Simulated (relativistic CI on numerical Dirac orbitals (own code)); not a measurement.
# Pm²⁹⁺: sensitivity of the levels to the model

Base calculation: Dirac-Coulomb-Breit CI, orbitals from a KLI potential per configuration, model QED, unscaled Slater integrals.

Configurations in the expansion (outside the closed core [Ar] 3d10): 4s2 4p2, 4s 4p3, 4s2 4p 4d, 4p4, 4s 4p2 4d, 4s2 4p 4f, 4s 4p2 4f, 4p3 4d, 4s 4p 4d2, 4s2 4d 4f, 4p3 4f, 4s2 4p 5s, 4p2 4d 4f, 4p3 5s, 4s 4p 4f2, 4s2 4p 5p, 4s 4p 4d 5s, 4s2 4f 5s, 4s 4p2 5s, 4s2 4p 5d, 4s 4p2 5p, 4s2 4p 5f, 4s2 4p 5g, 4s 4p2 5d, 4p2 4f 5s, 4s2 4p 6s, 4s 4p2 5f, 4s2 4d2, 4s 4d3, 4s 4d2 4f, 4p2 4d2, 4p 4d3, 4p 4d2 4f, 4p 4d2 5s, 4s2 4f2, 4s 4d 4f2, 4s 4f3, 4p2 4f2, 4p 4d 4f2, 4p 4f3, 4p 4f2 5s, 4s 4p 4d 4f, 4s 4d 4f 5s, 4s2 4d 5s, 4s 4d2 5s, 4p2 4d 5s, 4p 4d 4f 5s, 4p 4d 5s2, 4s 4p 4f 5s, 4s 4f2 5s, 4s 4f 5s2, 4s2 5s2, 4s 4d 5s2. Double excitations out of closed p, d and f shells are left out; levels of such configurations are missing from the list, as are those of other unlisted configurations, and high levels can miss mixing partners. These lack a partner that the ground configuration has and come out too high: 4s 4p2 5p, 4s 4p2 5d, 4s 4p2 5f, 4s2 4p 5p, 4s2 4p 5d.

Variants: (1) configuration mixing switched off; (2) non-relativistic limit. Shifts of the energy above 4s2 4p2 3P_0, in cm⁻¹, for the lowest level and the first level of each name with at least 55 % of one term (blank where a level changes its place among those of its configuration and J or its character, or is not in the variant):

| Level | Base | Δ(1) | Δ(2) |
| --- | --- | --- | --- |
| 4s2 4p2 3P_0 | 0 | 0 | 0 |
| 4s2 4p2 3P_1 | 241051 | -460 | -241051 |
| 4s2 4p2 1D_2 | 267121 | +1790 |  |
| 4s2 4p2 3P_2 | 527650 | +3884 |  |
| 4s2 4p2 1S_0 | 586246 | +8635 | -485300 |
| 4s 4p3 3D°_3 | 1033108 | +18950 | -551807 |
| 4s 4p3 3P°_0 | 1087067 | +9530 | -554029 |
| 4s2 4p 4d 3F°_3 | 1237536 | -8061 | -377819 |
| 4s2 4p 4d 3F°_4 | 1450318 | -797 | -590601 |
| 4s2 4p 4d 3P°_0 | 1472416 | -11182 | -538722 |
| 4s2 4p 4d 1F°_3 | 1580774 | +3540 | -548470 |
| 4s2 4p 4d 1P°_1 | 1610124 | -17962 | -571502 |
| 4s 4p2 4d 5F_1 | 1640059 | -17645 | -404775 |
| 4s 4p2 4d 5D_0 | 1843996 | -21562 | -587973 |

At this charge energies of transitions that change n are usually good to better than 1 %, and those within a shell (Δn = 0) to a few per cent.

Ionisation energy from the two ground configurations alone: base 1113.23 eV. The NIST ASD value (theoretical) is 1113 eV.

LS names give the leading component of a level, which can be under half, so a name can repeat, a term be missing and a line seem to break the LS rules.
